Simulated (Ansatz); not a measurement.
`F[SiH](F)S[SiH2]Cl` + HBr → `F[SiH](F)Br` + `S[SiH2]Cl` at 500 K and 1 bar (ligand exchange at the Si–S bond).

Program: Ansatz. Geometries: PBE0-D4/def2-TZVP. ΔE: electronic, gas phase. CCSD(T)/CBS is the MP2 limit (def2-TZVPP, def2-QZVPP) plus CCSD(T) − MP2 in def2-TZVPP, frozen cores. For Br outer-core shells are correlated without core-valence functions, which leaves a few kJ/mol of doubt a bond. Scalar relativity is left out up to krypton. One conformer a species, not always the lowest.

```tsv
species	CCSD(T)/CBS energy (Eh)	H − E (kJ/mol)	S (J/(mol·K))
`F[SiH](F)S[SiH2]Cl`	-1637.34667	150.2	473.4
HBr	-2573.91920	30.5	213.7
`F[SiH](F)Br`	-3062.76774	73.2	351.3
`S[SiH2]Cl`	-1148.50980	107.1	347.8
```

H − E and S are ideal-gas, rigid-rotor, harmonic terms from PBE0-D4/def2-TZVP, for one conformer and one mirror image of each species. 1 Eh = 2625.50 kJ/mol, R = 8.31446 J/(mol·K).

**Question.** By hand: ΔE, ΔH, ΔS and ΔG.

**Answer.** ΔE = (-3062.76774) + (-1148.50980) − (-1637.34667) − (-2573.91920) = -0.01167 Eh = -30.6 kJ/mol. Δ(H − E) = 73.2 + 107.1 − 150.2 − 30.5 = -0.4, so ΔH = -31.0 kJ/mol. ΔS = 351.3 + 347.8 − 473.4 − 213.7 = 12.0 J/(mol·K). ΔG = -31.0 − 500 × (12.0)/1000 = -37.0 kJ/mol.

**Question.** By hand: the equilibrium constant, and the temperature at which ΔG would vanish if ΔH and ΔS stayed fixed.

**Answer.** log₁₀ K = −ΔG/(RT ln 10) = 3.9. ΔH and −TΔS have one sign here, so there is no such temperature.

The number of gas molecules stays the same, so ΔS is small and ΔH decides. A doubt of 5 kJ/mol in ΔE shifts log₁₀ K by 0.5 here. Other conformers and mirror images would add mixing entropy, several J/(mol·K) or more a flexible species. Modes under 60 cm⁻¹, often nearly free rotors, make the harmonic entropy too high. These are equilibria of isolated gas molecules and say nothing of rates. Largest T1 diagnostic: 0.011 (customary marks: 0.02 for closed shells, 0.045 for open ones).

ΔS is within the doubt of such terms, so its sign, and with it that verdict, could turn.
